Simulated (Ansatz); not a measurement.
The free La atom, lowest solution found in each spin (singlets restricted, other states unrestricted); no spin–orbit coupling, and no relativity up to Kr.

Correlated levels freeze the inner cores; with def2 sets outer-core shells near the valence are correlated too.

Codes used: Ansatz (Gaussian orbitals). Values without a source in brackets are computed. In def2 rows elements past Kr take small-core potentials, without spin–orbit coupling.

Task: One of these levels gives 25.0 kJ/mol for the energy of multiplicity 4 less that of multiplicity 2. Which?
A) CCSD/def2-TZVPP
B) wB97X-V/def2-TZVPP
C) CCSD/def2-QZVPP
D) wB97M-V/def2-TZVPP

Result: B, wB97X-V/def2-TZVPP. The others give 38.0 (wB97M-V/def2-TZVPP), 21.0 (CCSD/def2-TZVPP), 18.5 (CCSD/def2-QZVPP)

Doubts at one or more of the structures used: a spin-contaminated determinant (wB97X-V/def2-TZVPP).

Ansatz is a program for electronic structure.
